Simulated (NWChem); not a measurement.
Molecule: C2H9BSi; SMILES CB(C)[SiH3]

```xyz
13

B     -0.0121    -0.5267     0.0225
C      1.3655    -1.2795     0.0304
H      1.3328    -2.3064    -0.3900
H      1.5888    -1.4018     1.1205
H      2.2290    -0.7230    -0.3856
C     -1.3670    -1.3168    -0.0343
H     -1.6460    -1.2999    -1.1181
H     -2.2184    -0.8391     0.4907
H     -1.2946    -2.3878     0.2480
Si    -0.0064     1.5147     0.0344
H     -1.2853     2.1486     0.5264
H      0.2058     2.0004    -1.3845
H      1.1333     2.0843     0.8471
```
Atoms are numbered in this order, from 1.

Level: PBE-D3(BJ)/def2-SVP (NWChem), optimised geometry, unscaled harmonic frequencies. 

```csv
frequency (cm⁻¹),IR intensity (km/mol)
40,0.1
104,1.0
144,1.4
178,1.1
259,0.6
286,1.3
461,22.3
487,3.6
548,23.9
590,1.6
803,3.0
810,4.5
818,3.3
848,169.3
899,28.1
915,37.3
1060,49.1
1109,16.5
1244,23.6
1263,103.7
1349,1.2
1351,2.8
1392,0.2
1395,9.7
2115,64.8
2132,85.4
2141,115.5
2927,0.8
2929,0.2
3014,19.2
3015,15.7
3068,8.0
3069,12.0
```

| Item | Value |
|---|---|
| zero-point energy | 61.1 kcal/mol |
| thermal correction to the enthalpy at 298.15 K (with zero-point energy) | 66.7 kcal/mol |
| heat capacity Cv | 26.8 cal/(mol K) |
| entropy at 298.15 K and 1 atm (symmetry number 1) | 85.5 cal/(mol K) |
| dipole moment | 1.53 D |

Rigid rotor and harmonic oscillator; modes under 100 cm⁻¹ make the entropy uncertain.
